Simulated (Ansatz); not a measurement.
ClH3S3Zr, SMILES `[SH][Zr]([SH])([SH])[Cl]` at its PBE0-D4/def2-TZVP geometry, where that method's forces vanish. Charge 0, multiplicity 1. Zr: def2 effective core potential.

```xyz
8

S     2.0871   -0.4924    0.4880
Zr   -0.0680    0.5441    0.1265
S    -1.1217   -0.5504   -1.7646
S    -1.3283    0.0583    2.1308
Cl    0.1293    2.8349   -0.2511
H     2.5726    0.1349   -0.6050
H    -0.2933   -1.6022   -1.6029
H    -1.9777   -0.9271    1.4782
```

Task: What forces (eV/Å) does PBE-D4/def2-TZVPP give on these atoms in Ansatz 0.2.0? (Best estimate.)

Result: The calculation gave: 
```
S1   0.074 -0.198  0.234
Zr2  0.008 -0.007 -0.044
S3  -0.231  0.104 -0.173
S4   0.012  0.135  0.293
Cl5  0.011  0.204 -0.031
H6   0.086  0.114 -0.192
H7   0.147 -0.179  0.031
H8  -0.108 -0.172 -0.118
```
